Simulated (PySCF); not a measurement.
IIn, charge -1, doublet, geometry from GFN2-xTB (such geometries of metal compounds can be far from the true shape) (a state made from the parent by changing its charge; the spin is typed, not shown lowest) (core potentials on I, In) (in this run its highest filled SCF level lies above zero, so its values depend strongly on the basis, on diffuse functions most of all), with bond 2-1 at 1.3 times its length. Base run: TPSS/def2-SVP in PySCF.

The PySCF input:
```python
from pyscf import gto, scf, dft

mol = gto.M(
    atom='''
In   -0.00000000   -0.00000000   -1.55479354
I     0.00000000    0.00000000    2.33512389
''',
    basis='def2-svp',
    ecp={'I': 'def2-svp', 'In': 'def2-svp'},
    charge=-1,
    spin=1,
    verbose=4,
)

mf = dft.UKS(mol)
mf.xc = 'tpss'
mf.kernel()
mf.analyze()
```

Variants of this job, named by their change:

| change | ΔE vs base (mEh) | SCF cycles | <S^2> | outcome |
|---|---|---|---|---|
| base | 0.000 | 13 | 0.753 | converged |
| solver = newton | 23.600 | - | 0.753 | another SCF solution |
| diis_space = 12 | 0.000 | 13 | 0.753 | converged |
| DIIS = ADIIS | 0.000 | 20 | 0.753 | converged |
| level_shift = 1.0 (with mf.max_cycle = 100) | - | 100 | - | not converged |
| conv_tol = 1e-11 | 0.000 | 15 | 0.753 | converged |
| solver = newton; init_guess = 1e | 23.600 | - | 0.753 | another SCF solution |
| level_shift = 0.5 (with mf.max_cycle = 100) | - | 60 | - | not converged |
| diis_space = 2 | 0.000 | 17 | 0.753 | converged |
| conv_tol_grad = 1e-3 | 0.000 | 13 | 0.753 | converged |
| DIIS = EDIIS | - | 50 | - | not converged |
| diis = off; damp = 0.6 (with mf.diis_start_cycle = 200; with mf.max_cycle = 150) | 0.000 | 23 | 0.753 | converged |
| conv_tol = 1e-6 | 0.000 | 11 | 0.753 | converged |

A guess, shift, damping, solver or small numerical setting can't move a converged solution much, so rows marked as another SCF solution ended in a different state.

Open shells are given as the SCF converged; they aren't shown to be the lowest states, and a large step between rows can be another state.
